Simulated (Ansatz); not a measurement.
Calculated with Ansatz (gas phase, PBE0-D4/def2-TZVP geometries, no zero-point term in ΔE). CBS: MP2 limit from def2 TZ/QZ plus the TZ coupled-cluster correction, frozen cores. DFT in def2-TZVPP. For Mg outer-core shells are correlated without core-valence functions, which leaves a few kJ/mol of doubt a bond. One conformer a species, not always the lowest.

Consider the cleavage of the Si–Si bond: `O[Si](F)([SiH3])S` + `[OH][Mg][N]([SiH3])[SiH3]` → `[SiH3][O][Mg][N]([SiH3])[SiH3]` + `O[SiH](F)S`.

```csv
level,ΔE (kcal/mol)
PBE-D4,-23.4
ωB97M-V,-30.2
r2SCAN,-28.8
HF/def2-QZVPP,-38.1
```

**Question.** What does CCSD(T)/CBS give? (An estimate is asked.)

**Answer.** Computed: -31.2 kcal/mol. The listed levels differ from it by 7.8, 1.0, 2.4, -6.9 kcal/mol.

Largest T1 diagnostic among the species: 0.013.

From PBE to PBE0 (25 % exact exchange), in def2-TZVPP and without D4, ΔE moves by −2.4 kcal/mol. The D4 term adds +1.3 kcal/mol with B3LYP and +0.8 kcal/mol with PBE0; it sums over pairs of atoms, weighted by their polarisabilities, and B3LYP, whose exchange is more repulsive, gets the larger term.

B3LYP here is the variant with VWN-RPA as its local correlation; programs differ in this.
